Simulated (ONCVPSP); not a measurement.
## What the settings do to the ONCV potential of boron (B)

Base potential:

```
Element                 : B (Z = 5)
Generator               : ONCVPSP 4.0.1
Type                    : optimised norm-conserving Vanderbilt (ONCV)
Functional              : BLYP
Relativity              : scalar-relativistic
Frozen core             : [He]
Valence charge          : 3
Reference configuration : 2s2 2p1
Partial waves           : 2s: rc 1.05 bohr, ncon 5, nbas 8, qcut 6.2 1/bohr, 2 projectors, debl 0.4 Ha; 2p: rc 3.10 bohr, ncon 4, nbas 8, qcut 4.2 1/bohr, 2 projectors, debl 3.5 Ha
Local potential         : polynomial inside 0.80 bohr (lpopt 2, dvloc0 4 Ha)
Core correction         : none
```

Cutoffs, loose and tight: the cutoffs (Ha) at which the residual kinetic energy of the hardest occupied pseudo-wave falls to 1 and 0.1 mHa per electron. They do not see the model core or the augmentation charge, which bear on the density cutoff. Test errors are all-electron minus pseudo excitation energies from the reference, over the configurations 2s2 2p0; 2s1 2p0; 2s2 2p0.5; 2s1 2p2. A dash means not determined; rows that change the core or the reference have their own tests.

1 further variants are left out, since the program set their typed debl aside.

A true bound ghost makes a file unfit for plane-wave use even where its test errors are small: the radial tests pick states by their node count and pass the ghost by.

| change | outcome | cutoff, loose | cutoff, tight | bound ghosts | GHOST(+) flags above zero | largest test error (meV) |
| --- | --- | --- | --- | --- | --- | --- |
| base | generated | 106 Ha | 143 Ha | s | s | +381 |
| local potential polynomial inside 0.80 bohr (lpopt 2, dvloc0 -1 Ha) | generated | 106 Ha | 143 Ha | s | s, p | +381 |
| p: rc 3.2 | generated | 106 Ha | 143 Ha | s | s | +405 |
| local potential polynomial inside 0.95 bohr (lpopt 4, dvloc0 -1 Ha) | generated | 106 Ha | 143 Ha | s | s, p | +381 |
| p: qcut 4.8 | generated | 106 Ha | 143 Ha | s | s | +321 |

What comes out with this change to the base: s: qcut 7.5; p: qcut 5.1?

outcome: generated; cutoff, loose: 63 Ha; cutoff, tight: 139 Ha; bound ghosts: s; GHOST(+) flags above zero: s; largest test error (meV): +299.

What comes out with this change to the base: reference 2s2; wave 2p: rc 3.10 bohr, ncon 4, nbas 8, qcut 4.2 1/bohr, 2 projectors, debl 3.5 Ha becomes p scattering state at 0.09 Ha: rc 3.10 bohr, ncon 4, nbas 8, qcut 4.2 1/bohr, 2 projectors, debl 3.5 Ha?

outcome: generated, projector energies reset by the program; cutoff, loose: 109 Ha; cutoff, tight: 144 Ha; bound ghosts: s; GHOST(+) flags above zero: none; largest test error (meV): +137.
